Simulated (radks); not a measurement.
Ge5+, 27 electrons, occupied as [Ne] 3s2 3p5 3d9 4p1 (not the ground configuration). Calculated with a radial shooting solver on a logarithmic mesh with Libxc functionals: Dirac Kohn-Sham, LDA (Slater exchange, Perdew-Zunger correlation), spin-unpolarised, spherical densities, finite nucleus; open shells fill j = l - 1/2 first; Fermi nuclear charge, rms radius 4.0742 fm.

Radial electron density D(r) = 4 pi r^2 rho(r):

```
   r/bohr * D(r) (the largest magnitude, 44.3, reaches the edge; | marks zero)
 0.002048 | *
 0.002645 | *
 0.003444 |   *
 0.004449 |     *
 0.005793 |        *
 0.007483 |            *
 0.009744 |                  *
  0.01259 |                          *
  0.01639 |                                  *
  0.02117 |                                         *
  0.02757 |                                               *
  0.03561 |                                                *
  0.04637 |                                            *
   0.0599 |                                       *
  0.07799 |                                       *
   0.1007 |                                             *
   0.1312 |                                                      *
   0.1695 |                                                      *
   0.2207 |                                          *
    0.285 |                              *
   0.3712 |                            *
   0.4794 |                                 *
   0.6243 |                             *
   0.8064 |                  *
     1.05 |       *
    1.356 |  *
    1.766 |*
    2.282 |*
    2.971 *
    3.838 *
    4.997 *
```

D(r) has 3 maxima, at r = 0.0329, 0.149, 0.503 bohr, and minima at 0.0697, 0.329 bohr, inside which lie 2.09, 11.04 electrons.
